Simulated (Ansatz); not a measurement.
C$_{2}$H$_{5}$O$_{2}$ (SMILES O[CH]CO), doublet, at a GFN2-xTB geometry; PBE0/6-31G** (Ansatz, a program for electronic structure).

The Ansatz input:
Ansatz 0.2 input:
```yaml
crystal:
  periodic: [false, false, false]
  atoms:
    - {symbol: O, position_ang: [1.45927738, 0.02778941, -0.23541557]}
    - {symbol: C, position_ang: [0.46019833, -0.76855530, 0.28492176]}
    - {symbol: C, position_ang: [-0.92705042, -0.32816036, -0.01705619]}
    - {symbol: O, position_ang: [-1.09126029, 1.06468619, 0.06151465]}
    - {symbol: H, position_ang: [2.31800873, -0.36208939, -0.05234673]}
    - {symbol: H, position_ang: [0.67141655, -1.81197916, 0.45025745]}
    - {symbol: H, position_ang: [-1.22840847, -0.67006263, -1.03296522]}
    - {symbol: H, position_ang: [-1.62308817, -0.78008687, 0.69653920]}
    - {symbol: H, position_ang: [-0.28095298, 1.46470716, -0.27747091]}
basis:
  gaussian:
    orbitals: 6-31G__.json
hamiltonian:
  xc: pbe0
magnetization: {spin_polarized: true, initial_magnetization: 1}
```
The basis file holds 6-31G** in the JSON format of the Basis Set Exchange.

Question: Write the output that Ansatz gives for this input, abridged.

Answer: 
```
Functional definition: PBE0
900 factors; their error is unknown
mean field evaluation 1: about -6236.3314 eV, gradient 3.4e1 eV
mean field evaluation 2: about -6234.5704 eV, gradient 4.2e1 eV
mean field evaluation 4: about -6240.6408 eV, gradient 1.5e0 eV
mean field evaluation 8: about -6240.6523 eV, gradient 6.8e-2 eV
mean field evaluation 16: about -6240.6304 eV, gradient 6.0e-5 eV
mean field -6240.63039863 eV, -229.3389370985 hartree, gradient 1.8e-5 eV, S^2 0.753825; 0 other end points of the search recorded, 0 dependent functions left out
reference -6240.63041385 eV, -229.3389376576 hartree; 17, 16 occupied and 68, 69 virtual orbitals, 900 factors
Total energy: -6240.63041385 eV, -229.3389376576 hartree
```
